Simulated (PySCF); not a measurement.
Excitation energy of Ca by level of theory

Ca [Ar] 4s2 (1S) → Ca [Ar] 4s1 4p1 (3P), as a difference of total energies. Calculation: PySCF 2.14, in aug-cc-pwCVTZ-X2C (9s8p6d3f, 84 functions); the spin-free X2C one-electron Hamiltonian (Gaussian nucleus). Correlated levels: valence: [Ar] frozen. The calculations carry no spin-orbit coupling.

| method | excitation energy (eV) |
| --- | --- |
| UHF | 1.026 |
| MP2 (valence) | 1.533 |
| SCS-MP2 (valence) | 1.677 |
| CCSD (valence) | 1.699 |

**Question.** How much does correlation contribute at MP2 (valence)?

**Answer.** 1.533 − (1.026) = 0.507 eV, measured against UHF.

Errors of the correlated levels include the incompleteness of this basis and the frozen core.

With two correlated electrons CCSD is exact in that space.

For comparison: 1.892 eV (measured; NIST levels, between the centres of gravity of the two terms).
